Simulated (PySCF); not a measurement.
# Ionisation energy of Cs¹⁸⁺ by level of theory

Cs¹⁸⁺ [Kr] 4d1 (2D) → Cs¹⁹⁺ [Kr] (1S), as a difference of total energies. All numbers are calculated (PySCF 2.14, the spin-free X2C one-electron Hamiltonian (Gaussian nucleus), in an uncontracted even-tempered set (20 s from 0.86 bohr⁻², ratio 2.5; 14 p from 1.1 bohr⁻², ratio 2.5; 10 d from 1.1 bohr⁻², ratio 2.5; 4 f from 4.6 bohr⁻², ratio 2.7; 4 g from 6.9 bohr⁻², ratio 2.7)). The calculations carry no spin-orbit coupling.

| method | ionisation energy (eV) |
| --- | --- |
| UHF | 474.74 |
| MN15 | 477.71 |
| M06 | 476.14 |

Breit and QED terms and the two-electron picture change are absent.

The reference lies between the lowest fine-structure levels, while these numbers refer to the centres of the terms.

For comparison: 476 ± 3 eV (theoretical estimate listed by NIST; NIST Atomic Spectra Database, ionization energies).
